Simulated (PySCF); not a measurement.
Write Cartesian coordinates for `C=CS(=O)(=O)C=C` as optimised with GFN2-xTB.

```xyz
13
C4H6O2S angstrom
C      2.3696    0.4904    0.0264
C      1.3562   -0.3451    0.0480
S     -0.0100   -0.1245   -1.1026
O     -0.3472   -1.4070   -1.6592
O      0.3100    0.9540   -1.9985
C     -1.3499    0.4089   -0.0256
C     -2.3635   -0.3942    0.2053
H      3.2197    0.4076    0.6845
H      2.3682    1.2983   -0.6879
H      1.2477   -1.1978    0.6943
H     -1.2279    1.4050    0.3611
H     -3.1975   -0.1282    0.8347
H     -2.3797   -1.3669   -0.2596
```

Orientation and origin are arbitrary. Atoms count from 1 in this order. S3 (sulfonyl sulfur) is distorted tetrahedral (angles from 102.6° to 118.7°). Of the pairs four or more bonds apart, O5···H9 is among the closest relative to their van der Waals radii: 2.46 Å, 91 % of the sum of Bondi's values.

Bonds between heavy atoms (Å): C1=C2 1.314, C2–S3 1.800, S3=O4 1.438, S3=O5 1.438, S3–C6 1.800, C6=C7 1.314.

Structure optimised with GFN2-xTB, isolated species.

Point group: C2 (every atom within 0.08 Å of its image). Whether it is a minimum is left open (no frequencies). The numbers are those of one conformer (C1–C2–S3–O4 135°, C2–S3–C6–C7 -110°).

All values are computed, not measured.
